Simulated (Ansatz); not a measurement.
Ligand exchange: AuBr + CH4S → AuSH + CH3Br

Species: AuBr (bromogold), singlet; CH4S (methanethiol) `CS`, singlet; AuSH `[SH][Au]`, singlet; CH3Br (bromomethane) `CBr`, singlet. The partners trade Br for SH: Au–Br and C–SH bonds give way to Au–SH and C–Br.

Shapes, held fixed at every level: PBE0-D4/def2-TZVP. Programs: Ansatz 0.2.0. The zero-point and thermal change to 298 K, harmonic and unscaled (PBE0-D4/def2-TZVP), is -2.5 kJ/mol.

| level | kind | ΔH(298 K) (kJ/mol) | less CCSD(T)/def2-TZVPP |
| --- | --- | --- | --- |
| HF/def2-SVP | Hartree–Fock | +53.4 | +40.7 |
| SPW92/def2-TZVPP | LDA | +1.9 | -10.8 |
| BHLYP-D4/def2-TZVPP | global hybrid | +29.1 | +16.4 |
| wB97M-V/def2-TZVPP | range-separated hybrid | +24.9 | +12.2 |
| wB97X-V/def2-TZVPP | range-separated hybrid | +26.3 | +13.6 |
| CCSD/def2-TZVPP | coupled cluster or CI | +18.3 | +5.6 |
| CCSD(T)/def2-TZVPP | coupled cluster or CI | +12.7 | 0.0 |

The highest level, CCSD(T)/def2-TZVPP, gives ΔH(298 K) = +12.7 kJ/mol; the levels span +1.9 to +53.4. The column of differences is taken from that level and isn't an error. No measured value is set beside it here. T1 is large for AuSH, so single-reference values are less sure there. For atoms past krypton def2 sets carry core potentials with scalar relativity. Relativity is left out for Br unless named. Correlated rows may include outer-core shells of Au, Br, which these sets cover unevenly.
